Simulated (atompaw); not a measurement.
# What one change does to a pseudopotential (beryllium, PAW (atompaw))

beryllium, PAW, made with atompaw 4.2.0.5 (PBEsol, scalar-relativistic). Core none, reference 1s2 2s0 2p0 (charge +2). Waves: 1s (bound): rc 0.50 bohr; 2s (bound, empty): rc 0.75 bohr; 2p (bound, empty): rc 3.00 bohr; 2p channel at 1.95 Ry: rc 3.00 bohr; 3d channel at 0.35 Ry: rc 3.00 bohr; 3d channel at 3.1 Ry: rc 3.00 bohr. Local part: ultrasoft scheme with l = 3 at -0.5 Ry, radius 2.35 bohr. Core correction: none. Augmentation charge: besselshape compensation charge, radius 2.20 bohr; PAW radius 3.00 bohr; waves and projectors: custom rrkj gramschmidtortho.

All-electron outer shells of the reference configuration (PBEsol, scalar-relativistic, ld1.x):

```tsv
shell	level (eV)	outermost node (bohr)	outermost maximum (bohr)
1s	-131.39	–	0.27
2s	-20.69	0.58	1.69
2p	-17.12	–	1.51
```

Change: local potential ultrasoft scheme with l = 3 at -0.5 Ry, radius 2.74 bohr.

Cutoffs: the cutoffs (Ry, on a coarse ladder) from which the occupation-weighted sum of valence levels, in a spherical-Bessel basis at the reference potential, stays within 10 and 1 mRy of its value at 400 Ry; they do not see the model core or the augmentation charge, which bear on the density cutoff.

What does the change do?

The potential gets neither clearly harder nor softer (200 Ry and 260 Ry → 200 Ry and 260 Ry); the range in which the p phases agree narrows (upper end 4.6 → 0.0); the range in which the d phases agree widens (upper end 3.3 → at the end of the scan); neither file shows a bound ghost.

```csv
quantity,base,changed
"cutoff, loose",200 Ry,200 Ry
"cutoff, tight",260 Ry,260 Ry
bound ghosts,none,none
s: phases at 3.01 bohr within 0.05 rad from the reference energy up to (Ry; the scan ends near 5),to the end of the scan,to the end of the scan
p: phases at 3.01 bohr within 0.05 rad from the reference energy up to (Ry; the scan ends near 5),4.6,0.0
d: phases at 3.01 bohr within 0.05 rad from the reference energy up to (Ry; the scan ends near 5),3.3,to the end of the scan
lowest overlap eigenvalue by channel,"s 0.57, p 0.75, d 0.90","s 0.65, p 0.74, d 0.90"
```

 The cutoffs see the waves, projectors and local potential, not the compensation charge or the core.
